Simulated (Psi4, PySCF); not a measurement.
The Psi4 input:
```
memory 2 GB

molecule {
0 6
Re    0.00000000    0.00000000    0.00000000
}

set {
  basis def2-svp
  reference uks
  scf_type pk
  puream true
  d_convergence 1e-8
  dft_radial_points 99
  dft_spherical_points 590
}

energy('pbe0')
print_variables()
```

### Question
Give the equivalent PySCF input.

### Answer
This is not unique; one that fits is 
```python
from pyscf import gto, scf, dft

mol = gto.M(
    atom='''
Re    0.000000    0.000000    0.000000
''',
    basis='def2-svp',
    ecp={'Re': 'def2-svp'},
    charge=0,
    spin=5,
    verbose=4,
)

mf = dft.UKS(mol)
mf.xc = 'pbe0'
mf.grids.atom_grid = (99, 590)
mf.grids.prune = None
mf.kernel()
```

Both were run: Psi4 gave -78.161892 Eh and PySCF -78.161892 Eh, 0.000 mEh apart.
